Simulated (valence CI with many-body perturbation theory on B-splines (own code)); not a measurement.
# E1 transitions of Sn I

Computed by configuration interaction combined with many-body perturbation theory (CI+MBPT): four valence electrons over a frozen Dirac-Fock core [Kr] 4d10, radial functions for each j: 11 s, 11 p, 10 d, 8 f, 5 g, 2 h, with the one-electron correlation potential Σ1, the two-electron term Σ2, the three-electron term Σ3, Breit, model QED; selected CI, second order for the rest, scaled by the run's own slope (own B-spline code, finite nucleus).

Against 31 measured levels this calculation errs by 59 cm⁻¹ on average and by 363 at most. These come from a selection out of the NIST Handbook of Basic Atomic Spectroscopic Data. Levels without a partner in it may be off by more. Among the levels kept, up to 570 cm⁻¹ of a level comes from second order outside the variational space, and about a tenth of that is noise between levels of different J, which matters for small intervals.

Lines 51 to 100 of 353 in falling wavelength, among levels below 56696 cm⁻¹, chosen from the strongest by gf and those to the six lowest levels. Wavelengths and rates use the calculated energies, so an error of 60 cm⁻¹ moves a line at 2495 nm by 1.5 % and its rate by three times that or more. Electric multipoles are in the length gauge, E1 and E2 with the static RPA response of the core. Weak lines are less certain than strong ones. Lines between different terms over intervals too small for the method are left out, as are lines whose strength nearly cancels. Where a level lies close to another of its J and parity, the split of strength between their lines is uncertain. The highest levels of a list are the least certain.

Levels are named by their leading jj configuration (3d3/2^4 stands for four electrons in 3d with j = 3/2), which in mixed levels can hold well under half, so a name can repeat and another be missing. Letters in brackets count levels of one name in rising energy.

```tsv
λ vac (nm)	Upper	Lower	A (s⁻¹)	S (a.u.)
3435	(5s^2 5p1/2 7d3/2) J=1	(5s^2 5p1/2 7p1/2) J=1	7.57e+05	4.54e+01
3397	(4f7/2 5s^2 5p3/2) J=3	(5s^2 5p1/2 7d5/2) J=2 [a]	8.11e+04	1.10e+01
3393	(4f5/2 5s^2 5p3/2) J=2	(5s^2 5p1/2 7d5/2) J=2 [a]	2.33e+05	2.25e+01
3385	(5s^2 5p1/2 5f7/2) J=4	(5s^2 5p1/2 6d5/2) J=3	1.37e+06	2.36e+02
3369	(5s^2 5p1/2 5f7/2) J=3	(5s^2 5p1/2 6d5/2) J=3	1.20e+05	1.59e+01
3367	(4f5/2 5s^2 5p3/2) J=2	(5s^2 5p1/2 7d3/2) J=1	2.71e+05	2.56e+01
3292	(5s^2 5p1/2 9p1/2) J=0	(5s^2 5p3/2 7s) J=1	8.04e+05	1.42e+01
3282	(5s^2 5p3/2 7p3/2) J=2	(5s^2 5p3/2 7s) J=2	5.43e+05	4.74e+01
3225	(5s^2 5p1/2 7d3/2) J=2	(5s^2 5p1/2 7p3/2) J=2	5.29e+05	4.38e+01
3223	(5s^2 5p1/2 7p1/2) J=0	(5s^2 5p1/2 7s) J=1	3.18e+06	5.25e+01
3070	(5s^2 5p1/2 5f5/2) J=2	(5s^2 5p1/2 6d3/2) J=1	6.82e+05	4.87e+01
3027	(5s^2 5p1/2 6d3/2) J=1	(5s^2 5p3/2 6p3/2) J=2	6.73e+05	2.76e+01
3016	(4f5/2 5s^2 5p1/2) J=2	(5s^2 5p3/2 5d3/2) J=1	9.28e+05	6.28e+01
2838	(5s^2 5p1/2 7d3/2) J=2	(5s^2 5p1/2 7p1/2) J=1	1.50e+06	8.44e+01
2815	(5s^2 5p1/2 7d5/2) J=3 [b]	(5s^2 5p1/2 7p3/2) J=2	3.64e+05	2.80e+01
2811	(4f5/2 5s^2 5p3/2) J=2	(5s^2 5p1/2 8s) J=1	1.90e+05	1.04e+01
2795	(5s^2 5p1/2 6d5/2) J=3	(5s^2 5p3/2 6p3/2) J=2	4.58e+05	3.45e+01
2788	(5s^2 5p3/2 7p3/2) J=2	(5s^2 5p1/2 6d5/2) J=3	3.45e+05	1.84e+01
2776	(4f7/2 5s^2 5p1/2) J=3	(5s^2 5p3/2 5d5/2) J=2	9.18e+05	6.78e+01
2772	(5s^2 5p1/2 5f7/2) J=3	(5s^2 5p1/2 6d3/2) J=2	2.53e+05	1.86e+01
2764	(5s^2 5p1/2 5f5/2) J=3	(5s^2 5p1/2 6d3/2) J=2	9.24e+05	6.74e+01
2761	(5s^2 5p1/2 5f5/2) J=2	(5s^2 5p1/2 6d3/2) J=2	1.79e+05	9.29e+00
2700	(4f7/2 5s^2 5p3/2) J=2	(5s^2 5p1/2 8s) J=1	2.38e+05	1.16e+01
2632	(5s^2 5p1/2 5f7/2) J=3	(5s^2 5p1/2 6d5/2) J=2	6.08e+05	3.83e+01
2625	(5s^2 5p1/2 5f5/2) J=3	(5s^2 5p1/2 6d5/2) J=2	2.30e+05	1.44e+01
2618	(5s^2 5p1/2 6g9/2) J=5	(4f7/2 5s^2 5p1/2) J=4	1.21e+06	1.18e+02
2616	(5s^2 5p1/2 6g9/2) J=4	(4f7/2 5s^2 5p1/2) J=3	1.17e+06	9.31e+01
2609	(5s^2 5p1/2 6g7/2) J=3	(4f5/2 5s^2 5p1/2) J=2	1.12e+06	6.86e+01
2607	(5s^2 5p1/2 6g7/2) J=4	(4f5/2 5s^2 5p1/2) J=3	1.18e+06	9.29e+01
2590	(5s^2 5p3/2 7p3/2) J=2	(5s^2 5p1/2 6d3/2) J=1	8.99e+05	3.86e+01
2566	(4f5/2 5s^2 5p3/2) J=2	(5s^2 5p3/2 7s) J=1	5.13e+05	2.14e+01
2495	(5s^2 5p3/2 5d5/2) J=3	(5s^2 5p1/2 6p3/2) J=2	2.22e+05	1.19e+01
2479	(5s^2 5p1/2 9p3/2) J=2	(5s^2 5p1/2 6d5/2) J=3	2.09e+05	7.84e+00
2473	(4f7/2 5s^2 5p3/2) J=2	(5s^2 5p3/2 7s) J=1	3.59e+05	1.34e+01
2429	(5s^2 5p3/2 7s) J=2	(5s^2 5p3/2 6p3/2) J=2	5.68e+05	2.01e+01
2423	(5s^2 5p1/2 7d3/2) J=1	(5s^2 5p3/2 6p3/2) J=0	9.87e+05	2.08e+01
2351	(5s^2 5p1/2 6f7/2) J=4	(5s^2 5p1/2 6d5/2) J=3	6.44e+05	3.72e+01
2297	(5s^2 5p1/2 7s) J=1	(5s^2 5p1/2 6p1/2) J=0	1.14e+06	2.05e+01
2277	(5s^2 5p3/2 7s) J=1	(5s^2 5p3/2 6p3/2) J=2	3.16e+06	5.52e+01
2228	(5s^2 5p3/2 7p3/2) J=0	(5s^2 5p1/2 6d3/2) J=1	1.64e+06	8.94e+00
2219	(5s^2 5p3/2 7s) J=2	(5s^2 5p3/2 6p1/2) J=1	1.49e+06	4.03e+01
2178	(4f7/2 5s^2 5p3/2) J=4	(5s^2 5p1/2 6d5/2) J=3	1.20e+06	5.51e+01
2136	(5s^2 5p1/2 7s) J=1	(5s^2 5p1/2 6p3/2) J=2	5.82e+06	8.40e+01
2130	(5s^2 5p1/2 7s) J=0	(5s^2 5p1/2 6p3/2) J=1	7.81e+06	3.72e+01
2129	(5s^2 5p1/2 8d5/2) J=3	(5s^2 5p1/2 7p3/2) J=2	4.69e+05	1.56e+01
2124	(4f7/2 5s^2 5p3/2) J=3	(5s^2 5p1/2 6d5/2) J=3	2.56e+05	8.49e+00
2105	(5s^2 5p1/2 7s) J=1	(5s^2 5p1/2 6p3/2) J=1	8.13e+05	1.12e+01
2105	(4f5/2 5s^2 5p3/2) J=4	(5s^2 5p1/2 6d5/2) J=3	2.54e+06	1.05e+02
2093	(4f7/2 5s^2 5p1/2) J=4	(5s^2 5p3/2 5d5/2) J=3	2.98e+05	1.21e+01
2086	(5s^2 5p1/2 8d5/2) J=2	(5s^2 5p1/2 7p3/2) J=1	7.88e+05	1.76e+01
```
